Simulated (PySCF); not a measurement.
SMILES CC#C/C(C#N)=C\OC, C7H7NO

Molfile (atoms numbered from 1):
```
C7H7NO
     RDKit          3D

 16 15  0  0  0  0  0  0  0  0999 V2000
    3.4316    0.6165   -0.0408 C   0  0  0  0  0  0  0  0  0  0  0  0
    2.1300    0.0020   -0.1474 C   0  0  0  0  0  0  0  0  0  0  0  0
    1.0382   -0.4947   -0.2307 C   0  0  0  0  0  0  0  0  0  0  0  0
   -0.2273   -1.1204   -0.3425 C   0  0  0  0  0  0  0  0  0  0  0  0
   -0.2257   -2.4655   -0.7730 C   0  0  0  0  0  0  0  0  0  0  0  0
   -0.2097   -3.5577   -1.1233 N   0  0  0  0  0  0  0  0  0  0  0  0
   -1.4015   -0.5134   -0.0663 C   0  0  0  0  0  0  0  0  0  0  0  0
   -1.4712    0.7625    0.3484 O   0  0  0  0  0  0  0  0  0  0  0  0
   -2.7632    1.2677    0.5935 C   0  0  0  0  0  0  0  0  0  0  0  0
    4.2027   -0.0942   -0.3370 H   0  0  0  0  0  0  0  0  0  0  0  0
    3.6132    0.9291    0.9876 H   0  0  0  0  0  0  0  0  0  0  0  0
    3.4858    1.4911   -0.6891 H   0  0  0  0  0  0  0  0  0  0  0  0
   -2.3340   -1.0593   -0.1765 H   0  0  0  0  0  0  0  0  0  0  0  0
   -2.6313    2.2954    0.9257 H   0  0  0  0  0  0  0  0  0  0  0  0
   -3.2721    0.6950    1.3754 H   0  0  0  0  0  0  0  0  0  0  0  0
   -3.3729    1.2548   -0.3154 H   0  0  0  0  0  0  0  0  0  0  0  0
  1  2  1  0
  2  3  3  0
  3  4  1  0
  4  5  1  0
  5  6  3  0
  4  7  2  0
  7  8  1  0
  8  9  1  0
  1 10  1  0
  1 11  1  0
  1 12  1  0
  7 13  1  0
  9 14  1  0
  9 15  1  0
  9 16  1  0
M  END
```

Method used: GIAO PBE/pcSseg-1 magnetisability, rotational g tensor and spin-rotation constants, non-relativistic, gas phase (PySCF 2.14.0). Geometry: GFN2-xTB.

(1) How diamagnetic is it, and how anisotropic?

(2) Split it along the inertial axes a, b, c into diamagnetic and paramagnetic parts about the centre of mass, with the quadrupole moment.

(3) And the rotational g tensor?

Results:

(1) Isotropic -1207 × 10⁻³⁰ J/T², or -72.7 × 10⁻⁶ cm³/mol; principal values -1257, -1211, -1152 × 10⁻³⁰ J/T², anisotropy 91 × 10⁻³⁰ J/T² (root of half the summed squared differences of the principal values). The susceptibility is in cgs units.

(2) 
```
axis  χ (10⁻⁶ cm³/mol)  diamagnetic (10⁻⁶ cm³/mol)  paramagnetic (10⁻⁶ cm³/mol)  summed x² of all electrons (Å²)  quadrupole Θ (D Å)
   a             -75.6                      -812.8                        737.1                            267.8              +24.52
   b             -73.0                     -1196.9                       1123.9                            177.2              -19.91
   c             -69.4                     -1887.9                       1818.6                             14.3               -4.61
```
Anisotropies 2χaa − χbb − χcc = -8.9 and 2χbb − χaa − χcc = -1.0 × 10⁻⁶ cm³/mol. Θ is traceless in Buckingham's convention.

(3) 
```tsv
axis	rotational constant (GHz)	g	nuclear part	electronic part
a	1.6335	-0.0217	0.5440	-0.5657
b	1.1279	-0.0025	0.5930	-0.5955
c	0.6728	-0.0055	0.5694	-0.5748
```
Asymmetric top; isotopes 12C, 1H, 14N, 16O; no vibrational averaging.
